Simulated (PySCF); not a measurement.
One molecule, a ladder of functionals, a line

Molecule: SMILES C(B)(=C)OC, C3H7BO.

Geometry:
```tsv
atom	x (Å)	y (Å)	z (Å)
B1	0.553	1.034	0.972
C2	0.574	-0.224	0.071
C3	1.763	-0.853	-0.099
O4	-0.500	-0.765	-0.556
C5	-1.743	-0.135	-0.428
H6	-0.449	1.659	1.222
H7	1.603	1.394	1.444
H8	2.659	-0.462	0.381
H9	1.844	-1.757	-0.714
H10	-2.452	-0.711	-1.038
H11	-2.101	-0.125	0.617
H12	-1.723	0.906	-0.796
```

GIAO shieldings (ppm, equivalent atoms averaged) in PySCF 2.14.0 with density-fitted response routines on the PBE0-D3(BJ)/def2-SVP geometry, basis pcSseg-2, gas phase, non-relativistic:

```tsv
functional	exact exchange (%)	σ(B1)	σ(C5)	σ(O4)
BLYP	0	22.5	112.4	198.0
BP86	0	24.6	117.1	203.1
PBE	0	22.8	117.3	201.3
PBE0	25	28.6	123.7	223.8
mPW1PW91	25	29.2	123.1	223.8
BHandHLYP	50	33.8	125.2	241.1
HF	100	48.4	136.1	274.3
```

(1) Fit each shielding as a line in the percentage of exact exchange.

(2) What does the line predict for B3LYP (20 %), and what does the run give?

## Answers

(1) σ(B1) = 23.0 + 0.25 x (rms 0.9 ppm); σ(C5) = 116.4 + 0.20 x (rms 2.0 ppm); σ(O4) = 202.5 + 0.74 x (rms 2.5 ppm). The functionals also differ in their semilocal parts, which the line can't hold; Hartree–Fock has no correlation at all.

(2) σ(B1): 28.0 predicted, 26.6 computed; σ(C5): 120.4 predicted, 118.0 computed; σ(O4): 217.3 predicted, 216.8 computed ppm.
